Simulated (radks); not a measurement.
Effect of the nuclear size on neutral lutetium, [Xe] 4f14 5d1 6s2. All-electron calculation, Dirac Kohn-Sham, relativistic LDA (MacDonald-Vosko exchange, VWN5 correlation), spin-unpolarised, spherical densities, finite nucleus; open shells fill j = l - 1/2 first; Fermi nuclear charge, rms radius 5.37 fm. Program: a radial shooting solver on a logarithmic mesh with Libxc functionals. The rms radius is varied about that value; shifts are against it.

rms radius (fm)	total energy shift (eV)	density at nucleus (e/bohr^3)	1s1/2 shift (meV)	2s1/2 shift (meV)	5p1/2 shift (meV)	6s1/2 shift (meV)	5d3/2 shift (meV)	6p1/2 (empty) shift (meV)
4.3497	-15.3	1.171e+06	-6190	-849	0.572	-0.376	0.415	0.175
4.9404	-6.70	1.125e+06	-2710	-372	0.251	-0.165	0.182	0.077
5.37	0	1.096e+06	0.000	0.000	0.000	0.000	0.000	0.000
5.5633	3.14	1.084e+06	1270	174	-0.117	0.077	-0.085	-0.036
6.4064	17.7	1.036e+06	7170	984	-0.661	0.436	-0.481	-0.202

Slopes of the eigenvalues against <r^2> in GHz/fm^2, as finite differences over the two radii next to the reference (eigenvalue slopes, not the field-shift constants of lines): 1s1/2 147000, 2s1/2 20200, 5p1/2 -13.6, 6s1/2 8.96, 5d3/2 -9.87, 6p1/2 (empty) -4.16.
